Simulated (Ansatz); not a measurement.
Cost and result for the atomization energy of `CCS(=O)(=O)CC` (17 atoms, 16 bonds).

Z-matrix (Å, degrees):
```
C
C 1 1.514
H 1 1.091 2 110.6
H 1 1.092 2 111.8 3 121.0
H 1 1.092 2 109.9 3 -119.7
S 2 1.782 1 114.1 3 -52.5
H 2 1.094 1 112.0 3 62.8
H 2 1.092 1 113.4 3 -175.3
O 6 1.439 2 108.0 1 51.6
O 6 1.439 2 107.2 1 -177.8
C 6 1.782 2 105.5 1 -62.8
C 11 1.514 6 114.1 2 -62.8
H 11 1.094 6 102.1 2 176.1
H 11 1.092 6 106.9 2 63.4
H 12 1.091 11 110.6 6 -52.5
H 12 1.092 11 109.9 6 -172.2
H 12 1.092 11 111.8 6 68.5
```

The species carries charge 0 and has multiplicity 1. Geometry: relaxed with PBE0-D4/def2-TZVP. It is one conformer, not always the lowest. Program: Ansatz. All runs use 2 threads of an AMD EPYC 7R13 on a shared host and a share of an NVIDIA H100 80 GB. Times are those of one run each, without the atoms' runs, and a repeat can differ threefold. Electronic energies, without spin–orbit coupling; frozen cores. CCSD(T)/CBS adds CCSD(T) − MP2 in def2-TZVPP to the MP2 limit, and its time is that of the two runs behind it. T1 = 0.014. HSE06 is the plane-wave form, built on full-range PBE exchange.

CCSD(T)/CBS is a level of theory with its own doubt, some kJ/mol a heavy atom from the limit and from the frozen cores, so smaller differences don't rank the functionals.

```json
{"level": "LDA (SPW92)/def2-TZVPP", "functions": "368", "wall time": "3 s", "atomization (kcal/mol)": "1810.2", "difference from CCSD(T)/CBS": "248.4", "per bond": "15.5"}
{"level": "revPBE-D4/def2-TZVPP", "functions": "368", "wall time": "3.3 s", "atomization (kcal/mol)": "1562.7", "difference from CCSD(T)/CBS": "0.9", "per bond": "0.1"}
{"level": "B97M-V/def2-TZVPP", "functions": "368", "wall time": "4.5 s", "atomization (kcal/mol)": "1565.2", "difference from CCSD(T)/CBS": "3.4", "per bond": "0.2"}
{"level": "r2SCAN-D4/def2-TZVPP (with forces)", "functions": "368", "wall time": "4.8 s", "atomization (kcal/mol)": "1570.1", "difference from CCSD(T)/CBS": "8.3", "per bond": "0.5"}
{"level": "HSE06-D4/def2-TZVPP", "functions": "368", "wall time": "5.5 s", "atomization (kcal/mol)": "1570.0", "difference from CCSD(T)/CBS": "8.2", "per bond": "0.5"}
{"level": "r2SCANh-D4/def2-TZVPP", "functions": "368", "wall time": "5.5 s", "atomization (kcal/mol)": "1559.0", "difference from CCSD(T)/CBS": "-2.8", "per bond": "-0.2"}
{"level": "CCSD(T)/def2-SVP", "functions": "152", "wall time": "7 s", "atomization (kcal/mol)": "1442.3", "difference from CCSD(T)/CBS": "-119.5", "per bond": "-7.5"}
{"level": "ωB97X-V/def2-TZVPP", "functions": "368", "wall time": "9.5 s", "atomization (kcal/mol)": "1563.1", "difference from CCSD(T)/CBS": "1.3", "per bond": "0.1"}
{"level": "CAM-B3LYP-D4/def2-TZVPP", "functions": "368", "wall time": "10 s", "atomization (kcal/mol)": "1563.4", "difference from CCSD(T)/CBS": "1.6", "per bond": "0.1"}
{"level": "ωB97M-V/def2-TZVPP (with forces)", "functions": "368", "wall time": "11 s", "atomization (kcal/mol)": "1563.9", "difference from CCSD(T)/CBS": "2.1", "per bond": "0.1"}
{"level": "MP2/def2-QZVPP", "functions": "712", "wall time": "14 s", "atomization (kcal/mol)": "1576.2", "difference from CCSD(T)/CBS": "14.4", "per bond": "0.9"}
{"level": "CCSD(T)/def2-TZVPP", "functions": "368", "wall time": "26 s", "atomization (kcal/mol)": "1517.2", "difference from CCSD(T)/CBS": "-44.6", "per bond": "-2.8"}
{"level": "CCSD(T)/CBS(def2)", "functions": "–", "wall time": "40 s", "atomization (kcal/mol)": "1561.8", "difference from CCSD(T)/CBS": "0.0", "per bond": "0.0"}
```

At CCSD(T), def2-SVP lies −119.5 kcal/mol from the extrapolated value and def2-TZVPP −44.6 kcal/mol: correlation converges slowly with the basis, and small sets miss more of it in the bonded molecule than in its fragments. The D4 term adds +15.9 kcal/mol with B3LYP and +8.5 kcal/mol with PBE0; it sums over pairs of atoms, weighted by their polarisabilities, and B3LYP, whose exchange is more repulsive, gets the larger term. From r2SCAN to r2SCAN0 (25 % exact exchange), in def2-TZVPP and without D4, the atomization energy moves by −27.4 kcal/mol: exact exchange takes away binding that semilocal exchange gives to molecules.

B3LYP here is the variant with VWN-RPA as its local correlation; programs differ in this.
